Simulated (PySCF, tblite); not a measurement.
Species: C5H12Si2.
Geometry (GFN2-xTB, Å), atoms numbered from 1 in this order:
```xyz
19
C5H12Si2 angstrom
C     -0.116    1.814   -0.322
C     -0.183    0.595    0.600
C     -1.632    0.098    0.744
Si    -1.834   -1.314   -0.516
C      0.031   -1.493   -0.609
C      0.676   -0.501    0.013
Si     2.552   -0.372    0.134
H     -0.512    1.558   -1.303
H     -0.702    2.635    0.086
H      0.912    2.150   -0.440
H      0.219    0.889    1.577
H     -1.783   -0.285    1.753
H     -2.332    0.921    0.616
H     -2.466   -0.898   -1.775
H     -2.534   -2.484    0.022
H      0.569   -2.297   -1.090
H      3.146   -1.677   -0.159
H      3.062    0.616   -0.825
H      2.917    0.055    1.488
```

Computed, not measured: PBE0/pcSseg-1 in PySCF (dipole) on a GFN2-xTB geometry, gas phase.

Take the most abundant isotopes and a rigid rotor. The values belong to one conformer with, in the numbering `[CH3:1][C@H:2]1[CH2:3][SiH2:4][CH:5]=[C:6]1[SiH3:7]`, C1–C2–C3–Si4 96°, C2–C3–Si4–C5 19°, C3–Si4–C5–C6 -10°, C1–C2–C6–C5 -103°.

(1) Give the principal moments of inertia and the rotational constants in GHz.

(2) Classify the top.

(3) Is it planar, by Δ = Ic − Ia − Ib?

(4) Give the other two planar moments, Paa and Pbb, and the rms extents of the mass along the axes.

(5) List the rotational levels J(Ka,Kc) to J = 3 (cm⁻¹).

(6) Which types of transition are allowed, and where do some lines up to J = 5 fall?

(7) Estimate the classical rotational partition function at 10 K, 100 K and 500 K.

Answers

(1) Ia = 177.23, Ib = 404.86, Ic = 517.43 u·Å²; 505379 MHz·u·Å²/I gives 2852, 1248 and 976.7 MHz, that is A = 2.8516, B = 1.2483, C = 0.9767 GHz.

(2) An asymmetric top. Ray's parameter κ = (2B − A − C)/(A − C) = -0.710; −1 is the prolate and +1 the oblate limit.

(3) Not planar: Δ = Ic − Ia − Ib = -64.66 u·Å². For a rigid frame Δ = −2 Σ m c², so Σ m c² = 32.33 u·Å² lies off the ab plane: 14.93 from hydrogen and 17.41 from heavier atoms. The atom farthest from that plane is 1.82 Å away.

(4) Paa = Σ m a² = (Ib + Ic − Ia)/2 = 372.53 and Pbb = Σ m b² = (Ia + Ic − Ib)/2 = 144.90 u·Å². With the mass M = 128.05 u, the rms extents √(P/M) along a, b and c are 1.71, 1.06, 0.50 Å.

(5) Above 0(0,0):
J = 1: 1(0,1) 0.0742, 1(1,1) 0.1277, 1(1,0) 0.1368
J = 2: 2(0,2) 0.2216, 2(1,2) 0.2671, 2(1,1) 0.2942, 2(2,1) 0.4547, 2(2,0) 0.4557
J = 3: 3(0,3) 0.4401, 3(1,3) 0.4755, 3(1,2) 0.5298, 3(2,2) 0.6773, 3(2,1) 0.6825, 3(3,1) 0.9680, 3(3,0) 0.9681
The levels of one J sum to (2J + 1)J(J + 1)(A + B + C)/3.

(6) The dipole components are |μa| = 0.19 D, |μb| = 0.51 D, |μc| = 0.15 D. Intensities carry the squares of the components, which stand as 0.14 : 1.00 : 0.08 (a : b : c). Some lines, for components of 0.1 D or more:

```json
{"type": "a", "branch": "Q", "J(Ka,Kc)": "4(2,2) ← 4(2,3)", "MHz": "449", "lower level (cm⁻¹)": "0.973"}
{"type": "b", "branch": "R", "J(Ka,Kc)": "4(2,2) ← 3(3,1)", "MHz": "610", "lower level (cm⁻¹)": "0.968"}
{"type": "c", "branch": "Q", "J(Ka,Kc)": "2(1,2) ← 2(0,2)", "MHz": "1363", "lower level (cm⁻¹)": "0.222"}
{"type": "c", "branch": "Q", "J(Ka,Kc)": "5(2,4) ← 5(1,4)", "MHz": "3341", "lower level (cm⁻¹)": "1.231"}
{"type": "a", "branch": "R", "J(Ka,Kc)": "2(1,2) ← 1(1,1)", "MHz": "4178", "lower level (cm⁻¹)": "0.128"}
{"type": "b", "branch": "Q", "J(Ka,Kc)": "4(2,2) ← 4(1,3)", "MHz": "4376", "lower level (cm⁻¹)": "0.842"}
{"type": "b", "branch": "R", "J(Ka,Kc)": "4(1,3) ← 3(2,2)", "MHz": "4949", "lower level (cm⁻¹)": "0.677"}
{"type": "b", "branch": "Q", "J(Ka,Kc)": "4(2,3) ← 4(1,4)", "MHz": "6626", "lower level (cm⁻¹)": "0.752"}
{"type": "b", "branch": "R", "J(Ka,Kc)": "3(1,3) ← 2(0,2)", "MHz": "7612", "lower level (cm⁻¹)": "0.222"}
{"type": "b", "branch": "Q", "J(Ka,Kc)": "5(3,2) ← 5(2,3)", "MHz": "8034", "lower level (cm⁻¹)": "1.375"}
{"type": "c", "branch": "Q", "J(Ka,Kc)": "4(3,2) ← 4(2,2)", "MHz": "8347", "lower level (cm⁻¹)": "0.988"}
{"type": "a", "branch": "R", "J(Ka,Kc)": "4(0,4) ← 3(0,3)", "MHz": "8606", "lower level (cm⁻¹)": "0.440"}
{"type": "b", "branch": "Q", "J(Ka,Kc)": "4(3,2) ← 4(2,3)", "MHz": "8796", "lower level (cm⁻¹)": "0.973"}
{"type": "c", "branch": "R", "J(Ka,Kc)": "2(2,1) ← 1(1,1)", "MHz": "9803", "lower level (cm⁻¹)": "0.128"}
{"type": "b", "branch": "R", "J(Ka,Kc)": "2(2,0) ← 1(1,1)", "MHz": "9835", "lower level (cm⁻¹)": "0.128"}
{"type": "a", "branch": "R", "J(Ka,Kc)": "5(2,4) ← 4(2,3)", "MHz": "11055", "lower level (cm⁻¹)": "0.973"}
{"type": "a", "branch": "R", "J(Ka,Kc)": "5(4,1) ← 4(4,0)", "MHz": "11196", "lower level (cm⁻¹)": "1.671"}
{"type": "a", "branch": "R", "J(Ka,Kc)": "5(3,2) ← 4(3,1)", "MHz": "11259", "lower level (cm⁻¹)": "1.267"}
{"type": "a", "branch": "R", "J(Ka,Kc)": "5(1,4) ← 4(1,3)", "MHz": "11640", "lower level (cm⁻¹)": "0.842"}
{"type": "b", "branch": "R", "J(Ka,Kc)": "4(2,3) ← 3(1,2)", "MHz": "13299", "lower level (cm⁻¹)": "0.530"}
{"type": "c", "branch": "R", "J(Ka,Kc)": "5(3,3) ← 4(2,3)", "MHz": "20007", "lower level (cm⁻¹)": "0.973"}
{"type": "b", "branch": "R", "J(Ka,Kc)": "4(4,0) ← 3(3,1)", "MHz": "21079", "lower level (cm⁻¹)": "0.968"}
{"type": "c", "branch": "R", "J(Ka,Kc)": "5(4,2) ← 4(3,2)", "MHz": "23318", "lower level (cm⁻¹)": "1.267"}
{"type": "b", "branch": "R", "J(Ka,Kc)": "5(5,1) ← 4(4,0)", "MHz": "26782", "lower level (cm⁻¹)": "1.671"}
```

(7) Point group C1, symmetry number σ = 1; q = (√π/σ)·√((kT/h)³/(ABC)), k/h = 20836.6 MHz/K: 2860 at 10 K, 90400 at 100 K, 1010000 at 500 K.

Its GFN2-xTB frequencies are all real (lowest 24 cm⁻¹). These are rigid-rotor constants of the computed structure; measured ground-state constants (B0) also hold zero-point vibration. A rigid rotor knows nothing of internal rotation, which can split or shift real lines.

On an Intel Xeon at 2.70 GHz with one thread, no GPU, shared host with 64 logical CPUs at a one-minute load of 61, this took 51 s wall and 0.79 GiB of memory at its peak. This is the PBE0/pcSseg-1 job that gave the dipole, with the shieldings it also computed.
